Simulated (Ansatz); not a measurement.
A search over several starts for the lowest SCF solution of Cu₂O₂H₂⁺, that is (CuOH)2 ring with one electron fewer at the given spin, in a small basis.

```yaml
crystal:
  periodic: [false, false, false]
  atoms:
    - {symbol: Cu, position_ang: [0.879372, -0.143295, 0.695393]}
    - {symbol: O, position_ang: [-0.148784, 1.544429, 0.506024]}
    - {symbol: Cu, position_ang: [-0.880547, 0.142406, -0.693998]}
    - {symbol: O, position_ang: [0.149296, -1.544407, -0.506690]}
    - {symbol: H, position_ang: [-0.724283, 1.729467, 1.273196]}
    - {symbol: H, position_ang: [0.724955, -1.728610, -1.273924]}
basis:
  gaussian: {orbitals: def2-SVP}
total_charge: 1
magnetization: {spin_polarized: true, initial_magnetization: 1}
hamiltonian: {xc: pbe0, dispersion: d4}
output: {orbitals: {seedname: orbitals}}
```

```sh
$ ansatz run in.yaml --threads 2 --pin off --events-out ev --progress --plain --max-ram 4352MiB
```

Shortened log:

```
Functional definition: PBE0
1054 factors; integrals over basis functions are off by at most 6.3e-4 eV
mean field evaluation 1: about -93348.0448 eV, gradient 7.8e1 eV
mean field evaluation 2: about -93151.7057 eV, gradient 2.7e2 eV
mean field evaluation 4: about -93366.2974 eV, gradient 1.9e1 eV
mean field evaluation 8: about -93367.5066 eV, gradient 6.5e-1 eV
mean field evaluation 16: about -93367.7067 eV, gradient 2.7e-3 eV
mean field evaluation 32: about -93367.7067 eV, gradient 1.9e-5 eV
mean field -93367.70667978 eV, -3431.1999335775 hartree, gradient 6.4e-6 eV, S^2 0.758483; 6 other end points of the search recorded, 0 dependent functions left out
reference -93367.70674871 eV, -3431.1999361104 hartree; 38, 37 occupied and 62, 63 virtual orbitals, 1054 factors
Total energy: -93367.80695167 eV, -3431.2036185011 hartree
```

It took 14 s on 2 threads of Arm Neoverse V2 on a shared host.
